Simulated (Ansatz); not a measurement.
Reaction (ligand exchange at the Sn–C bond): `[SiH3][CH2][SnH3]` + `[AlH2][SH]` → `[AlH2][S][SnH3]` + `C[SiH3]`

Gas-phase electronic energies from Ansatz, PBE0-D4/def2-TZVP geometries. CCSD(T)/CBS adds triple-zeta CCSD(T) − MP2 to the extrapolated MP2 energy (def2 sets, frozen cores). This one scheme is used for every species. DFT in def2-TZVPP. B3LYP here is the variant with VWN-RPA as its local correlation; programs differ in this. HSE06 is defined as in plane-wave codes. Elements past krypton have def2 core potentials. For Sn outer-core shells are correlated without core-valence functions, which leaves a few kJ/mol of doubt a bond.

```json
{"level": "LDA (SPW92)", "ΔE (kcal/mol)": "-18.4", "difference from CCSD(T)/CBS": "0.7"}
{"level": "PBE-D4", "ΔE (kcal/mol)": "-19.5", "difference from CCSD(T)/CBS": "-0.4"}
{"level": "revPBE-D4", "ΔE (kcal/mol)": "-19.2", "difference from CCSD(T)/CBS": "-0.1"}
{"level": "BLYP-D4", "ΔE (kcal/mol)": "-19.3", "difference from CCSD(T)/CBS": "-0.2"}
{"level": "B97M-V", "ΔE (kcal/mol)": "-20.8", "difference from CCSD(T)/CBS": "-1.7"}
{"level": "PBE0-D4", "ΔE (kcal/mol)": "-19.9", "difference from CCSD(T)/CBS": "-0.8"}
{"level": "B3LYP-D4", "ΔE (kcal/mol)": "-19.8", "difference from CCSD(T)/CBS": "-0.7"}
{"level": "HSE06-D4", "ΔE (kcal/mol)": "-20.0", "difference from CCSD(T)/CBS": "-0.9"}
{"level": "BHLYP-D4", "ΔE (kcal/mol)": "-20.6", "difference from CCSD(T)/CBS": "-1.5"}
{"level": "CAM-B3LYP-D4", "ΔE (kcal/mol)": "-19.2", "difference from CCSD(T)/CBS": "-0.1"}
{"level": "ωB97X-V", "ΔE (kcal/mol)": "-19.3", "difference from CCSD(T)/CBS": "-0.2"}
{"level": "ωB97M-V", "ΔE (kcal/mol)": "-19.2", "difference from CCSD(T)/CBS": "-0.1"}
{"level": "B2PLYP", "ΔE (kcal/mol)": "-19.5", "difference from CCSD(T)/CBS": "-0.4"}
{"level": "PBE-QIDH", "ΔE (kcal/mol)": "-19.7", "difference from CCSD(T)/CBS": "-0.6"}
{"level": "PBE", "ΔE (kcal/mol)": "-19.6", "difference from CCSD(T)/CBS": "-0.5"}
{"level": "revPBE", "ΔE (kcal/mol)": "-19.7", "difference from CCSD(T)/CBS": "-0.6"}
{"level": "BLYP", "ΔE (kcal/mol)": "-19.6", "difference from CCSD(T)/CBS": "-0.5"}
{"level": "r2SCAN", "ΔE (kcal/mol)": "-20.3", "difference from CCSD(T)/CBS": "-1.2"}
{"level": "PBE0", "ΔE (kcal/mol)": "-20.0", "difference from CCSD(T)/CBS": "-0.9"}
{"level": "B3LYP", "ΔE (kcal/mol)": "-19.9", "difference from CCSD(T)/CBS": "-0.8"}
{"level": "r2SCAN0", "ΔE (kcal/mol)": "-20.5", "difference from CCSD(T)/CBS": "-1.4"}
{"level": "HSE06", "ΔE (kcal/mol)": "-20.1", "difference from CCSD(T)/CBS": "-1.0"}
{"level": "BHLYP", "ΔE (kcal/mol)": "-20.5", "difference from CCSD(T)/CBS": "-1.4"}
{"level": "LC-ωPBE", "ΔE (kcal/mol)": "-19.2", "difference from CCSD(T)/CBS": "-0.1"}
{"level": "RPA@PBE/def2-TZVPP", "ΔE (kcal/mol)": "-16.8", "difference from CCSD(T)/CBS": "2.3"}
{"level": "HF/def2-SVP", "ΔE (kcal/mol)": "-22.0", "difference from CCSD(T)/CBS": "-2.9"}
{"level": "MP2/def2-SVP", "ΔE (kcal/mol)": "-19.4", "difference from CCSD(T)/CBS": "-0.3"}
{"level": "CCSD/def2-SVP", "ΔE (kcal/mol)": "-19.0", "difference from CCSD(T)/CBS": "0.1"}
{"level": "CCSD(T)/def2-SVP", "ΔE (kcal/mol)": "-18.9", "difference from CCSD(T)/CBS": "0.2"}
{"level": "HF/def2-TZVPP", "ΔE (kcal/mol)": "-21.5", "difference from CCSD(T)/CBS": "-2.4"}
{"level": "MP2/def2-TZVPP", "ΔE (kcal/mol)": "-18.4", "difference from CCSD(T)/CBS": "0.7"}
{"level": "SCS-MP2/def2-TZVPP", "ΔE (kcal/mol)": "-18.5", "difference from CCSD(T)/CBS": "0.6"}
{"level": "CCSD/def2-TZVPP", "ΔE (kcal/mol)": "-17.9", "difference from CCSD(T)/CBS": "1.2"}
{"level": "CCSD(T)/def2-TZVPP", "ΔE (kcal/mol)": "-17.8", "difference from CCSD(T)/CBS": "1.3"}
{"level": "HF/def2-QZVPP", "ΔE (kcal/mol)": "-21.5", "difference from CCSD(T)/CBS": "-2.4"}
{"level": "MP2/def2-QZVPP", "ΔE (kcal/mol)": "-19.1", "difference from CCSD(T)/CBS": "0.0"}
{"level": "SCS-MP2/def2-QZVPP", "ΔE (kcal/mol)": "-19.2", "difference from CCSD(T)/CBS": "-0.1"}
{"level": "HF/CBS(def2)", "ΔE (kcal/mol)": "-21.5", "difference from CCSD(T)/CBS": "-2.4"}
{"level": "MP2/CBS(def2)", "ΔE (kcal/mol)": "-19.6", "difference from CCSD(T)/CBS": "-0.5"}
{"level": "CCSD/CBS(def2)", "ΔE (kcal/mol)": "-19.2", "difference from CCSD(T)/CBS": "-0.1"}
{"level": "CCSD(T)/CBS", "ΔE (kcal/mol)": "-19.1", "difference from CCSD(T)/CBS": "0"}
```

Largest T1 diagnostic among the species: 0.013.

Leaving LDA and LC-ωPBE aside and taking each functional with its dispersion term where it has one, the values spread over 1.7 kcal/mol, from B97M-V to CAM-B3LYP-D4. LDA lies +1.2 kcal/mol from PBE without D4. From BLYP to BHLYP (50 % exact exchange), in def2-TZVPP and without D4, ΔE moves by −0.9 kcal/mol. In def2-TZVPP, CCSD(T) changes the Hartree–Fock value by +3.6 kcal/mol (the triples alone add +0.1 kcal/mol) and MP2 by +3.1 kcal/mol.

CCSD(T)/CBS has its own doubt, a few kJ/mol and more with outer-core shells, so smaller differences from it don't rank the levels.
